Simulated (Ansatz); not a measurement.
Input file for Ansatz (a first-principles code): R-CCSD(T)/aug-cc-pV(T+d)Z on H2 (SMILES [H][H]) with ghost functions. Files ending in .json are basis or fitting sets from the Basis Set Exchange.

Ansatz 0.2 input:
```yaml
crystal:
  periodic: [false, false, false]
  atoms:
    - {symbol: H, position_ang: [0.02957959, -0.32952898, 0.15438861]}
    - {symbol: H, position_ang: [0.37830172, -0.16103389, -0.48324705]}
basis:
  gaussian:
    orbitals: aug-cc-pV_T+d_Z.json
    ghost_atoms:
      - {symbol: C, position_ang: [0.90059686, 0.72766348, 3.08637256]}
      - {symbol: S, position_ang: [-0.73699858, -0.07169051, 3.06999601]}
      - {symbol: H, position_ang: [0.90601075, 1.60187676, 3.73383551]}
      - {symbol: H, position_ang: [1.59349010, -0.01030070, 3.48716050]}
      - {symbol: H, position_ang: [1.21811711, 0.99783166, 2.08128226]}
      - {symbol: H, position_ang: [-1.42547954, 0.97031069, 2.57631322]}
magnetization: {spin_polarized: false}
correlation: {method: ccsd_t, electrons: outside_noble_gas}
scf: {lower_state_search: off}
```

The head of its log:

```
WARN ansatz: RAYON_NUM_THREADS=2 ignored (pool sized by the plan → 2); use --threads N
Functional definition: HF
these checks for a lower state are left out or cut short: stability, starts, cluster_reference, orbital_swaps, neighbouring_geometries, increment
integrals: 1.40 GiB planned
1307 factors; integrals over basis functions are off by at most 8.8e-4 eV
mean field: 0.60 GiB planned
mean field evaluation 1: about -30.7395 eV, gradient 3.6e0 eV
mean field evaluation 2: about -30.7394 eV, gradient 3.6e0 eV
mean field evaluation 4: about -30.8298 eV, gradient 6.9e-2 eV
mean field evaluation 8: about -30.8299 eV, gradient 1.8e-7 eV
mean field -30.82986312 eV, -1.1329765723 hartree, gradient 1.9e-7 eV, S^2 0.000000; 0 other end points of the search recorded, 0 dependent functions left out
reference -30.82986312 eV, -1.1329765723 hartree; 1, 1 occupied and 238, 238 virtual orbitals, 1307 factors
```

Task: Give the final energy of this run.

Result: -1.1727 hartree (reference determinant -1.1330, T1 diagnostic 0.005).
